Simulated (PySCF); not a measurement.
Ionisation energy of Ar³⁺ by level of theory

Ar³⁺ [Ne] 3s2 3p3 [3p1/2^2 3p3/2^1, M_J = 3/2] → Ar⁴⁺ [Ne] 3s2 3p2 [3p1/2^2, M_J = 0], as a difference of total energies. Calculation: PySCF 2.14, in an uncontracted even-tempered set (21 s from 0.092 bohr⁻², ratio 2.4; 14 p from 0.12 bohr⁻², ratio 2.4; 5 d from 1.2 bohr⁻², ratio 2.6; 5 f from 1.8 bohr⁻², ratio 2.6); the two-component X2C-1e Hamiltonian. Correlated levels: 1s2 frozen; the 52 highest virtual spinors dropped. "Screened" scales the spin-orbit matrix elements by Boettger's factors to mimic the two-electron term; Breit and QED terms are absent.

| method | ionisation energy (eV) |
| --- | --- |
| GHF (spin-free) | 58.626 |
| GMP2 (spin-free) | 59.062 |
| GHF (screened spin-orbit) | 58.533 |
| GMP2 (screened spin-orbit) | 58.967 |

Problem. How much does correlation contribute at GMP2 (screened spin-orbit)?

Solution. 58.967 − (58.533) = 0.434 eV, measured against GHF (screened spin-orbit).

The labels give the starting determinants; with spin-orbit coupling the two ends relaxed to ⟨J²⟩ = 3.75, ⟨L²⟩ = 0.00, ⟨S²⟩ = 3.75 and ⟨J²⟩ = 1.83, ⟨L²⟩ = 2.00, ⟨S²⟩ = 2.00.

The determinant of Ar⁴⁺ mixes levels of different J (the jj label is only the starting occupation), so the difference between spin-free and spin-orbit rows is not the physical spin-orbit shift.

For comparison: 59.58 ± 0.18 eV (semi-empirical (NIST evaluation); NIST Atomic Spectra Database, ionization energies).
